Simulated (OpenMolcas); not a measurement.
**OpenMolcas run: Ne⁵⁺**

Input:

```
&GATEWAY
Coord
1

Ne 0.0 0.0 0.0
Basis=ANO-R3
Group=XYZ
NoMove
AngMom=0.0 0.0 0.0
AMFI
&SEWARD
&RASSCF
FileOrb=start.orb
Symmetry=2
Spin=4
nActEl=3 0 0
Inactive=1 0
Ras2=1 3
CIRoot=1 1 1
SDav=1
CIMx=300
Iter=120 100
PrWF=0.3
OrbListing=Nothing
MaxOrb=0
Atom
>>> COPY $Project.JobIph JOB001
&RASSCF
FileOrb=start.orb
Symmetry=2
Spin=2
nActEl=3 0 0
Inactive=1 0
Ras2=1 3
CIRoot=8 8 1
SDav=11
CIMx=300
Iter=120 100
PrWF=0.3
OrbListing=Nothing
MaxOrb=0
Atom
>>> COPY $Project.JobIph JOB002
&RASSCF
FileOrb=start.orb
Symmetry=1
Spin=4
nActEl=3 0 0
Inactive=1 0
Ras2=1 3
CIRoot=3 3 1
SDav=3
CIMx=300
Iter=120 100
PrWF=0.3
OrbListing=Nothing
MaxOrb=0
Atom
>>> COPY $Project.JobIph JOB003
&RASSCF
FileOrb=start.orb
Symmetry=1
Spin=2
nActEl=3 0 0
Inactive=1 0
Ras2=1 3
CIRoot=9 9 1
SDav=9
CIMx=300
Iter=120 100
PrWF=0.3
OrbListing=Nothing
MaxOrb=0
Atom
>>> COPY $Project.JobIph JOB004
&RASSI
NrOfJobIphs=4 1 3 3 9
1
1 2 3
1 2 3
1 2 3 4 5 6 7 8 9
IphNames
JOB001
JOB002
JOB003
JOB004
EJob
SpinOrbit
DIPRint=1.0
SOCoupling=1000.0
Subsets=2
MEES
Property=10
'ANGMOM' 1 'ANGMOM' 2 'ANGMOM' 3 'MLTPL  1' 1 'MLTPL  1' 2 'MLTPL  1' 3
'AMFI' 1 'AMFI' 2 'AMFI' 3 'MLTPL  2' 6
SOProperty=3
'ANGMOM' 1 'ANGMOM' 2 'ANGMOM' 3
```

A driver script runs the steps one by one and writes start.orb anew before each from the orbitals found so far.

Output, cut to the results:

```
--- SEWARD ---
Basis set label: NE.ANO-R...4S4P2D1F.

      Electronic valence basis set:
      ------------------
      Associated Effective Charge  10.000000 au
      Associated Actual Charge     10.000000 au
      Nuclear Model: Finite nucleus - Gaussian distribution
        Gaussian exponent, Xi/bohr**(-2):  5.21057E+08

      Shell  nPrim  nBasis  Cartesian Spherical Contaminant
         s      14       4        X
         p       8       4        X
         d       4       2                 X
         f       3       1                 X
                  Relativistic X2C integrals
                  Atomic mean-field integrals
--- RASSCF ---
Wave function specifications:
      -----------------------------

      Number of closed shell electrons           2
      Number of electrons in active shells       3
      Max number of holes in RAS1 space          0
      Max nr of electrons in RAS3 space          0
      Number of inactive orbitals                1
      Number of active orbitals                  4
      Number of secondary orbitals              28
      Spin quantum number                      1.5
      State symmetry                             2
Orbital specifications:
      -----------------------

      Symmetry species                           1   2
                                                ag  au
      Frozen orbitals                            0   0
      Inactive orbitals                          1   0
      Active orbitals                            1   3
      RAS1 orbitals                              0   0
      RAS2 orbitals                              1   3
      RAS3 orbitals                              0   0
      Secondary orbitals                        12  16
      Deleted orbitals                           0   0
      Number of basis functions                 14  19
      Number of CSFs                             1
      Number of root(s) required                 1
      Iter CI   SX   CI       RASSCF       Energy    max ROT     max BLB   max BLB  Level Ln srch  Step   QN
          iter iter root      energy       change     param      element    value   shift minimum  type update
 Nr of preliminary CI iterations:   1
 ###############################################################################
 ###############################################################################
 ###                                                                         ###
 ###                                                                         ###
 ###    WARNING: Problems in orbital optimization.                           ###
 ###                                                                         ###
 ###                                                                         ###
 ###############################################################################
 ###############################################################################
  Warning: In symmetry  1, orbital p=   2 has diagonal density matrix element D(p,p) close to zero. D(p,p)=  0.000000E+00
        1   1    2    1  -114.66575371    0.00E+00   1.11E-08    1   2 1 -3.70E-07   0.50   0.00    SX    NO
        ...
 ###############################################################################
 ###############################################################################
  Warning: In symmetry  1, orbital p=   2 has diagonal density matrix element D(p,p) close to zero. D(p,p)=  0.000000E+00
        4   1    1    1  -114.66575371   -9.95E-14   0.00E+00    1   2 1 -2.44E-08   0.50   0.00    SX    NO
      Convergence after  4 iterations
        5   1    1    1  -114.66575371   -1.42E-14   0.00E+00    1   2 1 -2.44E-08   0.50   0.00    SX    NO
      Natural orbitals and occupation numbers for root  1
      sym 1:   0.000000
      sym 2:   1.000000   1.000000   1.000000
::    RASSCF root number  1 Total energy:   -114.66575371
--- RASSCF ---
Wave function specifications:
      -----------------------------

      Number of closed shell electrons           2
      Number of electrons in active shells       3
      Max number of holes in RAS1 space          0
      Max nr of electrons in RAS3 space          0
      Number of inactive orbitals                1
      Number of active orbitals                  4
      Number of secondary orbitals              28
      Spin quantum number                      0.5
      State symmetry                             2
Orbital specifications:
      -----------------------

...
--- RASSI ---
SPIN-FREE ENERGIES:
  (Shifted by EMIN (a.u.) =       -116.1132264277)

 SF State       Relative EMIN(au)   Rel lowest level(eV)    D:o, cm**(-1)      L_eff

     2             0.0000000000        0.0000000000              0.0000         1.0
     3             0.0000000000        0.0000000000              0.0000         1.0
     4             0.0000000000        0.0000000000              0.0000         1.0
     5             0.4267663834       11.6129048953          93664.3947         1.0
     6             0.4267663834       11.6129048953          93664.3947         1.0
     7             0.4267663834       11.6129048953          93664.3947         1.0
     8             0.8385529964       22.8181894726         184041.1098         2.0
     9             0.8385529964       22.8181894726         184041.1098         2.0
    10             0.8385529964       22.8181894726         184041.1098         2.0
    11             0.8385529964       22.8181894726         184041.1098         2.0
    12             0.8385529964       22.8181894726         184041.1098         2.0
    13             1.0697594861       29.1096385659         234785.0689         0.0
    14             1.1887645734       32.3479319634         260903.6665         1.0
    15             1.1887645734       32.3479319634         260903.6665         1.0
    16             1.1887645734       32.3479319634         260903.6665         1.0
     1             1.4474727159       39.3877391540         317683.5407         0.0
     Dipole printing threshold changed to   1.00000000E+00

++ Dipole transition strengths (spin-free states):
   -----------------------------------------------
     for osc. strength at least  1.00000000E+00

  ( Max oscillator strength is only   0.13050211936529751      )
--
Eigenvalues of complex Hamiltonian:
   -----------------------------------
  (Shifted by EMIN (a.u.) =       -116.1132264277)

...
```

Levels above the lowest, from the spin-orbit matrix, grouped by J:

```tsv
Configuration	Term	J	E (cm⁻¹)	Measured (cm⁻¹)	Term weight %
2s² 2p	²P°	1/2	0.0	0.0	100
2s² 2p	²P°	3/2	1208	1310	100
2s 2p²	⁴P	1/2	93755		100
2s 2p²	⁴P	3/2	94185		100
2s 2p²	⁴P	5/2	94890		100
2s 2p²	²D	3/2	184843	179021	100
2s 2p²	²D	5/2	184850	178992	100
2s 2p²	²S	1/2	235578	230853	100
2s 2p²	²P	1/2	261162	249292	100
2s 2p²	²P	3/2	261996	250112	100
```

Against the 6 measured excited levels shown (NIST levels in Podobedova, Fuhr, Reader and Wiese, J. Phys. Chem. Ref. Data 33, 525 (2004)) the mean absolute deviation is 6700 cm-1; the largest miss in energy is 2s 2p² ²P_3/2: computed 261996, measured 250112 cm⁻¹ (+4.8 %), and the largest in proportion 2s² 2p ²P°_3/2 (-7.8 %).

Computed and measured levels are paired by configuration, term and J; levels that our copy of the source lacks, or whose pairing is in doubt (as where it misses far off the trend of its configuration), stay unpaired and out of the deviations. Only configurations of the active space appear. The first state left out of the spin-orbit step lies near 340000 cm-1 above the lowest spin-free state of the reference (among the parities and spins computed), and the list stops at four fifths of that energy or lower.

The term weight is that of the spin-free term in the level, not the purity of its configuration. ° marks odd parity.
